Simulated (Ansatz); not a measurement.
VO3 (the lowest doublet isomer of a short search). Total charge 0; doublet. Geometry PBE0-D4/def2-TZVP, basis def2-TZVP, Ansatz.

Cartesian coordinates in Å:
```
V 0.2402 -0.3444 0.4774
O -1.2112 0.5322 -0.0926
O 1.6949 0.2365 0.6425
O -0.7240 -0.4243 -1.0272
```

| run | HOMO (eV) | LUMO (eV) |
| --- | --- | --- |
| A | -5.84 | -4.06 |
| B | -7.25 | -3.67 |
| C | -5.19 | -4.42 |
| D | -7.39 | -3.35 |
| E | -6.00 | -4.24 |

B3LYP takes the VWN-RPA correlation. The structure holds one bond between oxygen atoms, so isomers without such links may lie far lower. The structure comes from a short search, and lower isomers may exist.

HOMO and LUMO are taken over both spins.

Problem. The runs used B3LYP, B97M-V, LDA (SPW92), PBE0, r2SCAN. Estimate which is which.

Solution. A r2SCAN (0 % exact exchange); B B3LYP (20 % exact exchange); C LDA (SPW92) (0 % exact exchange); D PBE0 (25 % exact exchange); E B97M-V (0 % exact exchange). Exact exchange lowers occupied and raises empty levels; among semilocal functionals meta-GGAs tend to open the gap a little, and such runs are hard to tell apart. The gap grows from 0.77 eV (LDA (SPW92)) to 4.04 eV (PBE0).
